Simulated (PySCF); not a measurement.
SnI3, SMILES [Sn+]([I])([I])[I], charge +1.

The structure is a stationary point at PBE0-D3(BJ)/def2-SVP. The multiplicity is an assumed one; no other spin state was optimised. The isomer is the one that the SMILES or the coordinates give; other isomers of the formula were not compared. The def2 effective core potentials stand for the cores of I, Sn; spin–orbit coupling is left out.

Computed with M06-2X/def2-TZVP run with PySCF.

Symmetry labels are those of the subgroup C2v that the program uses (full group D3h).

### Question
List the valence orbital energies around the gap with their symmetry. (The exact figures need the calculation; the answer reports its results.)

### Answer

| orbital | symmetry | energy (eV) |
|---|---|---|
| HOMO−7 | A1 | -15.74 |
| HOMO−6 | B1 | -15.74 |
| HOMO−5 | B2 | -14.68 |
| HOMO−4 | A1 | -13.94 |
| HOMO−3 | B1 | -13.94 |
| HOMO−2 | A2 | -13.88 |
| HOMO−1 | B2 | -13.88 |
| HOMO | B1 | -13.67 |
| LUMO | A1 | -7.71 |
| LUMO+1 | B2 | -7.15 |
| LUMO+2 | A1 | -4.00 |
| LUMO+3 | B1 | -4.00 |
